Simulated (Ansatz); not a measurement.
The cluster Li₄H₄. Total charge 0; singlet. Geometry r2SCAN-D4/def2-TZVP, basis def2-TZVP, Ansatz.

| atom | x (Å) | y (Å) | z (Å) |
| --- | --- | --- | --- |
| Li1 | 0.815 | 1.226 | 0.429 |
| Li2 | -1.128 | -0.243 | 1.010 |
| Li3 | 0.915 | -1.230 | -0.050 |
| Li4 | -0.601 | 0.246 | -1.389 |
| H5 | 1.204 | 0.259 | -1.078 |
| H6 | -0.977 | 1.312 | 0.053 |
| H7 | 0.642 | -0.263 | 1.482 |
| H8 | -0.869 | -1.309 | -0.458 |

```tsv
run	HOMO (eV)	LUMO (eV)
A	-6.46	-0.26
B	-5.20	-0.74
C	-5.53	-0.09
D	-7.56	0.15
E	-5.96	0.02
F	-5.68	-0.62
```

The structure comes from a short search, and lower isomers may exist.

**Question.** The runs used B97M-V, BHLYP, BLYP, PBE0, r2SCAN, r2SCANh. Estimate which is which.

**Answer.** A PBE0 (25 % exact exchange); B BLYP (0 % exact exchange); C r2SCAN (0 % exact exchange); D BHLYP (50 % exact exchange); E r2SCANh (10 % exact exchange); F B97M-V (0 % exact exchange). Exact exchange lowers occupied and raises empty levels; among semilocal functionals meta-GGAs tend to open the gap a little, and such runs are hard to tell apart. The gap grows from 4.46 eV (BLYP) to 7.71 eV (BHLYP).
